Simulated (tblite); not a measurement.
C2H6F3PSi2.
Geometry (GFN2-xTB, Å), atoms numbered from 1 in this order:
```xyz
14
C2H6F3PSi2 angstrom
F      2.3587   -0.4665   -1.2179
C      1.6869   -0.2338   -0.0702
F      1.8441    1.0830    0.1793
F      2.3888   -0.8687    0.8928
C      0.2622   -0.6366   -0.1277
Si    -0.7154    0.4561   -1.3848
P     -1.8087    1.4920    0.3105
Si    -0.6741   -0.0915    1.4709
H      0.2421   -1.7065   -0.3314
H      0.1447    1.3553   -2.1429
H     -1.5021   -0.4157   -2.2562
H     -2.9967    0.7898    0.1922
H     -1.4421   -1.2273    1.9800
H      0.2111    0.4700    2.4832
```

Level: GFN2-xTB in tblite, geometry and Hessian alike; calculated harmonic values, unscaled, isolated species. Against measured fundamentals such values can be off by several per cent, at times by over 20. Modes of hydrogen on phosphorus and silicon can be 10 to 20 % off. One conformer, not necessarily the lowest.

Harmonic wavenumbers (cm⁻¹): 26.5, 56.3, 126.4, 154.6, 245.9, 326.6, 352.5, 395.1, 405.8, 417.2, 460.3, 470.3, 485.9, 494.0, 519.3, 574.4, 605.1, 628.4, 643.8, 673.0, 724.5, 750.7, 757.8, 769.6, 875.3, 987.9, 1007.1, 1045.0, 1185.9, 1232.6, 2267.0, 2272.0, 2296.5, 2318.3, 2329.4, 2981.2.

A = 2007, B = 902.8, C = 750.5 MHz; mass 173.970 u (most abundant isotopes); point group Cs, symmetry number 1.

Task: What is the zero-point energy?

Result: Half the sum of the wavenumbers: 15931 cm⁻¹ = 45.55 kcal/mol.

Task: Give the ideal-gas entropy at 273.15 K and 1 bar in the rigid-rotor, harmonic-oscillator model (classical rotation).

Result: Translation 40.96, rotation 29.59, vibration 27.52: S = 98.1 cal/(mol K).

Task: And Cp and H(273.15 K) − H(0)?

Result: Cp = 38.89 cal/(mol K), of which vibrations give 30.94 (their classical limit is 36 R = 71.5); H(273.15 K) − H(0) = 6.18 kcal/mol without the zero-point energy, 4.01 from vibrations.

Task: Blend soft modes into free rotors: weight 1/[1 + (100 cm⁻¹/ν̃)⁴] for the oscillator and the rest for a rotor with moment μB/(μ + B), μ = h/(8π²ν), B = 10⁻⁴⁴ kg m². What vibrational entropy results?

Result: 24.67 cal/(mol K) in place of 27.52, which changes −T·S at 273.15 K by +0.78 kcal/mol.

Task: What must be added to the electronic energy to get the Gibbs energy at 273.15 K and 1 bar?

Result: ZPE + [H(273.15 K) − H(0)] − T·S = 45.55 + 6.18 − 26.79 = 24.94 kcal/mol.

Task: Which modes carry the vibrational entropy at 273.15 K?

Result: 26.5 cm⁻¹: 5.90; 56.3 cm⁻¹: 4.41; 126.4 cm⁻¹: 2.83; 154.6 cm⁻¹: 2.45; 245.9 cm⁻¹: 1.61; 326.6 cm⁻¹: 1.14 cal/(mol K); the other 30 give 9.19 together.

Task: How do the functions run with temperature in this model?

Result: 
| T (K) | S (cal/(mol K)) | Cp (cal/(mol K)) | H − H(0) (kcal/mol) | G − H(0) (kcal/mol) | ln q(vib) |
| --- | --- | --- | --- | --- | --- |
| 150 | 79.6 | 23.6 | 2.28 | -9.65 | 3.28 |
| 250 | 94.7 | 36.4 | 5.30 | -18.38 | 5.85 |
| 298.15 | 101.6 | 41.4 | 7.18 | -23.11 | 7.15 |
| 400 | 114.9 | 49.3 | 11.82 | -34.15 | 9.93 |
| 600 | 136.9 | 58.8 | 22.73 | -59.41 | 15.18 |
| 900 | 162.4 | 66.6 | 41.66 | -104.49 | 22.15 |

q(vib) and H(0) count from the zero-point level.

Hindered rotation and anharmonicity are outside this model. Other conformers, if any are populated, would add a mixing term that is left out.
